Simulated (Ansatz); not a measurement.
Ansatz results at the PBE0-D4/def2-TZVP geometry: HOMO energy (PBE0/def2-TZVPP) -7.72 eV; zero-point energy (PBE0-D4/def2-TZVP) 72.1 kJ/mol; ideal-gas entropy at 298 K and 1 bar (rigid rotor, harmonic PBE0-D4/def2-TZVP) 285 J/(mol·K).

Each molecule was computed in one conformer, which needn't be the lowest.

(1) Which molecule gave them?
A. `[CH3][Ge][Cl]`
B. `[NH2][Ge][SH]`
C. `[NH2][Ge][F]`
D. `[OH][Ge][O][SiH3]`

Results:

(1) C. The others give `[OH][Ge][O][SiH3]`: -7.82, 112.7, 351; `[CH3][Ge][Cl]`: -6.85, 95.2, 310; `[NH2][Ge][SH]`: -6.94, 92.5, 306.
